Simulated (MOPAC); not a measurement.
MOPAC input (PM3):

```
PM3 PRECISE GNORM=0.05 LET XYZ CHARGE=1 GEO-OK AUX(PRECISION=9) THREADS=1
C3H10BO

C     2.02286800 1    0.39930600 1    0.07500000 1
O     0.80603200 1   -0.46357800 1    0.09808500 1
B    -0.61099900 1   -0.09037700 1   -0.02559700 1
C    -0.89570200 1    1.40031200 1   -0.28362900 1
C    -1.57737500 1   -1.27882700 1    0.12107900 1
H     1.75659900 1    1.28040100 1   -0.49425200 1
H     2.79777800 1   -0.17396500 1   -0.42288200 1
H     2.27553300 1    0.63607300 1    1.10341300 1
H     0.98975300 1   -1.39676300 1    0.29553000 1
H    -0.42470200 1    2.05595400 1    0.45546900 1
H    -1.96560700 1    1.60277600 1   -0.27811700 1
H    -0.51279300 1    1.71077200 1   -1.26341200 1
H    -1.12808600 1   -2.26514800 1    0.25640000 1
H    -2.23520800 1   -1.32218300 1   -0.75337700 1
H    -2.24528200 1   -1.09215500 1    0.96983900 1
```

Output:

```
 *******************************************************************************
 **                                                                           **
 **                              MOPAC v23.2.5                                **
 **                                                                           **
 *******************************************************************************
 ** MOPAC's Digital Object Identifier: https://doi.org/10.5281/zenodo.6511958 **
 **                                                                           **
 ** Please cite the open-source release paper for use of this MOPAC version:  **
 ** J. E. Moussa and J. J. P. Stewart (2026)                                  **
 ** MOPAC: An open-source semiempirical molecular orbital program             **
 ** J. Open Source Softw., 11(119), 8025, https://doi.org/10.21105/joss.08025 **
 *******************************************************************************

                              PM3 CALCULATION RESULTS

 *******************************************************************************
 *  PM3        - The PM3 Hamiltonian to be used
 *  GEO-OK     - OVERRIDE INTERATOMIC DISTANCE AND OTHER SAFETY CHECKS
 *
 *
 *
 *                 CHARGE ON SYSTEM = +1
 *
 *
 *
 *  LET        - OVERRIDE SOME SAFETY CHECKS
 *  PRECISE    - TIGHTER CRITERIA TO BE USED
 *  XYZ        - CARTESIAN COORDINATE SYSTEM TO BE USED
 *  GNORM      - EXIT WHEN GRADIENT NORM DROPS BELOW 0.050
 *  AUX        - OUTPUT AUXILIARY INFORMATION
 *******************************************************************************
PM3 PRECISE GNORM=0.05 LET XYZ CHARGE=1 GEO-OK AUX(PRECISION=9) THREADS=1
 C3H10BO

   ATOM   CHEMICAL          X               Y               Z
  NUMBER   SYMBOL      (ANGSTROMS)     (ANGSTROMS)     (ANGSTROMS)

     1       C          2.02286800  *   0.39930600  *   0.07500000  *
     2       O          0.80603200  *  -0.46357800  *   0.09808500  *
     3       B         -0.61099900  *  -0.09037700  *  -0.02559700  *
     4       C         -0.89570200  *   1.40031200  *  -0.28362900  *
     5       C         -1.57737500  *  -1.27882700  *   0.12107900  *
     6       H          1.75659900  *   1.28040100  *  -0.49425200  *
     7       H          2.79777800  *  -0.17396500  *  -0.42288200  *
     8       H          2.27553300  *   0.63607300  *   1.10341300  *
     9       H          0.98975300  *  -1.39676300  *   0.29553000  *
    10       H         -0.42470200  *   2.05595400  *   0.45546900  *
    11       H         -1.96560700  *   1.60277600  *  -0.27811700  *
    12       H         -0.51279300  *   1.71077200  *  -1.26341200  *
    13       H         -1.12808600  *  -2.26514800  *   0.25640000  *
    14       H         -2.23520800  *  -1.32218300  *  -0.75337700  *
    15       H         -2.24528200  *  -1.09215500  *   0.96983900  *

          CARTESIAN COORDINATES

    NO.       ATOM           X           Y           Z

     1         C          2.0229      0.3993      0.0750
     2         O          0.8060     -0.4636      0.0981
     3         B         -0.6110     -0.0904     -0.0256
[...]
            H    12    H     8     3.11323

          SCF CALCULATIONS        =         71

   ATOM   CHEMICAL          X               Y               Z
  NUMBER   SYMBOL      (ANGSTROMS)     (ANGSTROMS)     (ANGSTROMS)

     1       C          1.97086523  *   0.37220859  *   0.09657501  *
     2       O          0.81549322  *  -0.49267452  *  -0.00074465  *
     3       B         -0.64563341  *  -0.06018415  *  -0.02844882  *
     4       C         -0.88592524  *   1.40052506  *  -0.26783795  *
     5       C         -1.53554098  *  -1.25917603  *   0.12529328  *
     6       H          1.78223040  *   1.21671717  *  -0.57595773  *
     7       H          2.83792159  *  -0.20711148  *  -0.24209284  *
     8       H          2.08959510  *   0.70779313  *   1.13336111  *
     9       H          1.03181616  *  -1.36067452  *   0.35129831  *
    10       H         -0.34034521  *   2.06384482  *   0.42243131  *
    11       H         -1.96014093  *   1.62929342  *  -0.16593078  *
    12       H         -0.59130691  *   1.68624335  *  -1.29453725  *
    13       H         -1.07257326  *  -2.25190492  *   0.22436505  *
    14       H         -2.22043053  *  -1.30290649  *  -0.74297309  *
    15       H         -2.17169797  *  -1.10351532  *   1.01820665  *

                             CARTESIAN COORDINATES

   1    C        1.970865232     0.372208593     0.096575011
   2    O        0.815493221    -0.492674521    -0.000744646
   3    B       -0.645633410    -0.060184148    -0.028448816
   4    C       -0.885925242     1.400525055    -0.267837949
   5    C       -1.535540982    -1.259176028     0.125293283
   6    H        1.782230396     1.216717171    -0.575957732
   7    H        2.837921590    -0.207111483    -0.242092836
   8    H        2.089595102     0.707793127     1.133361110
   9    H        1.031816163    -1.360674522     0.351298313
  10    H       -0.340345213     2.063844817     0.422431314
  11    H       -1.960140927     1.629293416    -0.165930784
  12    H       -0.591306914     1.686243354    -1.294537246
  13    H       -1.072573256    -2.251904919     0.224365048
  14    H       -2.220430535    -1.302906492    -0.742973088
  15    H       -2.171697970    -1.103515325     1.018206648

           Empirical Formula: C3 H10 O B  =    15 atoms

      MOLECULAR POINT GROUP   :   C1

                  EIGENVALUES
 -47.24980 -38.12490 -35.26554 -32.31950 -26.15628 -24.13755 -22.59420 -21.56675
 -19.54315 -18.84391 -18.64785 -18.45033 -18.12696 -17.86045 -17.75156  -5.17819
  -4.69933  -2.54860  -2.38640  -2.07525  -1.51092  -1.15446  -1.09756  -0.93440
  -0.66327  -0.57043  -0.46539  -0.39744  -0.34005  -0.18575

              NET ATOMIC CHARGES AND DIPOLE CONTRIBUTIONS

  ATOM NO.   TYPE          CHARGE      No. of ELECS.   s-Pop       p-Pop
    1          C           0.065010        3.9350     1.15331     2.78168
    2          O          -0.082113        6.0821     1.65853     4.42358
    3          B           0.028170        2.9718     1.15783     1.81400
    4          C          -0.161513        4.1615     1.10280     3.05871
    5          C          -0.171096        4.1711     1.10556     3.06554
    6          H           0.088704        0.9113     0.91130
    7          H           0.086238        0.9138     0.91376
    8          H           0.077593        0.9224     0.92241
    9          H           0.291050        0.7090     0.70895
   10          H           0.120262        0.8797     0.87974
   11          H           0.132145        0.8679     0.86786
   12          H           0.134436        0.8656     0.86556
   13          H           0.103822        0.8962     0.89618
   14          H           0.143990        0.8560     0.85601
   15          H           0.143302        0.8567     0.85670
 DIPOLE           X         Y         Z       TOTAL
 POINT-CHG.     0.921    -0.339     0.350     1.042
 HYBRID         0.537    -0.489     0.261     0.772
 SUM            1.459    -0.828     0.611     1.785

          ATOMIC ORBITAL ELECTRON POPULATIONS

     Atom    s        px        py        pz
    1  C   1.15331   0.80806   0.93166   1.04197
    2  O   1.65853   1.31573   1.30349   1.80437
    3  B   1.15783   0.55424   0.91994   0.33982
    4  C   1.10280   1.07444   0.94045   1.04382
    5  C   1.10556   1.02034   0.98919   1.05600
    6  H   0.91130
    7  H   0.91376
    8  H   0.92241
    9  H   0.70895
   10  H   0.87974
   11  H   0.86786
   12  H   0.86556
   13  H   0.89618
   14  H   0.85601
   15  H   0.85670

 **********************
 *                    *
 * JOB ENDED NORMALLY *
 *                    *
 **********************

 == MOPAC DONE ==
```

The dipole moment of an ion depends on the origin.

The geometry given is a B3LYP-D3(BJ)/def2-TZVP minimum.
